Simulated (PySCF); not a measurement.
**Name the molecule from its bond curve**

A diatomic of charge +1 contains As. Its quartet curve at PBE0 in a double-zeta basis (no relativity, PySCF), in eV from the separated fragments:

| R (Å) | E (eV) |
| --- | --- |
| 2.250 | -0.425 |
| 2.354 | -0.643 |
| 2.459 | -0.750 |
| 2.538 | -0.783 |
| 2.616 | -0.790 |
| 2.695 | -0.778 |
| 2.799 | -0.747 |
| 2.930 | -0.693 |
| 3.087 | -0.621 |
| 3.296 | -0.526 |

The fit gives ωe = 206 cm⁻¹ and the rotational constant Bₑ = 0.1257 cm⁻¹.

Problem. Which atom is the partner?

Solution. The minimum lies at 2.600 Å, so the reduced mass is 16.8576 u Å² cm⁻¹/(Bₑ·Re²) = 19.84 u. With As at 74.92 u the partner weighs about 27.0 u: Al. The molecule is AlAs⁺.

Spin–orbit coupling is left out. The state was picked by a PBE0 search and need not be the measured ground state.
